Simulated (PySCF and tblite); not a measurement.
Results of a calculation; reference values are marked as such.
System: C4H5BF2S, numbered as in [CH3:1][C:2](=[S:3])/[CH:4]=[CH:5]/[B:6]([F:7])[F:8].

Level: PBE0/pcSseg-1 + D3(BJ) on GFN2-xTB stationary points, with GFN2-xTB thermal terms. Rates follow Eyring's equation with the number of equivalent paths and no tunnelling. Run with tblite and PySCF.

(1) How high is the barrier to the rotation about the B6–C5 bond (torsion F7–B6–C5–C4 from -180° to 0°, rising), through which structure does it pass, and what rate follows at 298 K?

Answers

(1) The electronic barrier is 4.8 kcal/mol and ΔG‡(298 K) 5.0 kcal/mol, over a Cs saddle with an imaginary mode of 69i cm⁻¹ (GFN2-xTB). With 2 equivalent paths, k is 2.5×10⁹ s⁻¹, a mean lifetime of the start of 400 ps against this motion.
